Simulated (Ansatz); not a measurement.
# Relative stability

Two relaxed structures of LiBSiH4O, closed shell (PBE0-D4/def2-TZVP; forces vanish, vibrations not checked).

A:

| atom | x (Å) | y (Å) | z (Å) |
| --- | --- | --- | --- |
| Li1 | -1.6117 | -2.9898 | 3.2415 |
| O2 | -0.4843 | -0.8987 | 0.9130 |
| B3 | -0.8958 | -1.6617 | 1.7622 |
| Si4 | 0.5202 | 0.9709 | -1.1633 |
| H5 | 0.0331 | 1.7919 | -0.0301 |
| H6 | 1.0258 | 1.9124 | -2.2089 |
| H7 | 1.6554 | 0.1076 | -0.7619 |
| H8 | -0.5749 | 0.1815 | -1.7741 |

B:

```
8
angstrom
Li -1.5390 -2.1354 1.8605
O -0.7040 -0.7999 1.4348
B -0.0356 0.2190 0.9547
Si 0.3856 0.3633 -1.0541
H 0.3633 1.1206 1.6771
H -0.1745 1.6035 -1.6796
H 1.8555 0.4131 -1.3374
H -0.1515 -0.7842 -1.8560
```

Ansatz 0.2.0; basis: def2-TZVPP; cores frozen in the correlated methods. The outer core shell of Li, Na, Mg and K is correlated. B3LYP uses VWN-RPA correlation.

**Question.** Which structure is lower at CCSD(T), and by how much? (An estimate is asked for; the value comes from the calculation.)

**Answer.** By the calculation: B, by 26.18 kcal/mol (electronic energy, against the other). By their contacts, A is a complex of LiBO + SiH₄ and B is LiBSiH₄O ([Li][O][BH][SiH3]).

All methods give the same order:

```csv
method,E(B) − E(A) (kcal/mol)
PBE-D4,-31.95
r2SCAN-D4,-31.46
PBE0-D4,-33.01
B3LYP-D4,-29.97
wB97M-V,-27.88
HF,-24.95
MP2,-26.68
CCSD,-26.65
CCSD(T),-26.18
```

The T1 diagnostic stays at or below 0.017.

Labels in which every atom is bracketed show which atoms are joined, not bond orders.

For scale, one of the runs: CCSD(T)/def2-TZVPP, 179 basis functions, launched by `ansatz run in.yaml --threads 2 --pin off --events-out ev --progress --plain --max-ram 4352MiB`. The run took 37 s on 2 CPU threads of an Arm Neoverse V2 (shared host), with 1.7 GiB of host memory at its peak.
